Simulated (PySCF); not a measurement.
**Core-level binding energies of `Cl[Si](Cl)(Cl)Br`**

BrCl3Si.
Atom-mapped SMILES: `[Cl:1][Si:2]([Cl:3])([Cl:4])[Br:5]`

The calculation used delta-SCF UKS SCAN, pcX-2 on the ionised atom, pcseg-1 elsewhere, spin-free X2C (PySCF 2.14.0). These are vertical core ionisation energies against the vacuum level, from separate self-consistent calculations with and without the core hole.

Q: What binding energy does each computed site have?

A: 
| atom(s) | environment | level | binding energy (eV) | 2p1/2 (eV) | count |
| --- | --- | --- | --- | --- | --- |
| Si2 | chlorine-bound silicon | Si 2p3/2 | 110.28 | 110.90 | 1 |
| Cl1/Cl3/Cl4 | silicon-bound chlorine | Cl 2p3/2 | 206.88 | 208.53 | 3 |
| Si2 | chlorine-bound silicon | Si 1s | 1850.49 | – | 1 |
| Cl1/Cl3/Cl4 | silicon-bound chlorine | Cl 1s | 2829.46 | – | 3 |

Q: Express the binding energy of Si 1s of Si2 in atomic units and per mole.

A: 1850.49 eV = 68.0043 Eh = 178545 kJ/mol.

Q: Which photon energy gives electrons from Si 1s of Si2 a kinetic energy of 150 eV, and what is their de Broglie wavelength?

A: hν = 1850.49 + 150 = 2000.49 eV, recoil neglected; λ = 12.264 Å/√(E/eV) = 1.00 Å.

Atoms equivalent by their bonding share one computed value, that of the first of them. Spin–orbit and ligand-field terms were added within each 2p shell after the spin-free SCF. 2p1/2 minus 2p3/2 (ligand field included): Cl 1.65 eV, Si 0.62 eV. No level of bromine is listed. Geometry: PBE0-D3(BJ)/def2-SVP; no solvent, vibrations or thermal averaging.
